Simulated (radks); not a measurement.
Values are calculated unless marked as measured or tabulated.
Initial-state core-level shifts of the tellurium ion Te3+ when its valence configuration changes from [Kr] 4d10 5s2 5p1. Level of theory: Dirac Kohn-Sham, PBE, spin-unpolarised, spherical densities, point nucleus; open shells fill j = l - 1/2 first (a radial shooting solver on a logarithmic mesh with Libxc functionals). Shifts are changes of the shell-averaged eigenvalues in eV (positive: less bound).

| valence | 1s | 2p | 3s | 4s |
|---|---|---|---|---|
| 4d10 5s1 5p2 | -1.189 | -1.176 | -1.209 | -1.191 |
| 4d9.5 5s1.5 5p2 | -5.209 | -5.475 | -5.291 | -4.574 |
| 4d9 5s2 5p2 | -9.304 | -9.859 | -9.438 | -7.975 |
| 4d9.5 5s2 5p1.5 | -4.628 | -4.898 | -4.698 | -3.992 |
| 4d8 5s2 5p3 | -19.151 | -20.285 | -19.351 | -16.202 |
| 4d8.5 5s2 5p2.5 | -14.202 | -15.039 | -14.373 | -12.094 |
| 4d9 5s1 5p3 | -10.772 | -11.286 | -10.892 | -9.394 |
| 4d9.5 5s1 5p2.5 | -5.955 | -6.198 | -6.028 | -5.297 |
| 4d10 5s0.5 5p2.5 | -1.943 | -1.907 | -1.954 | -1.924 |
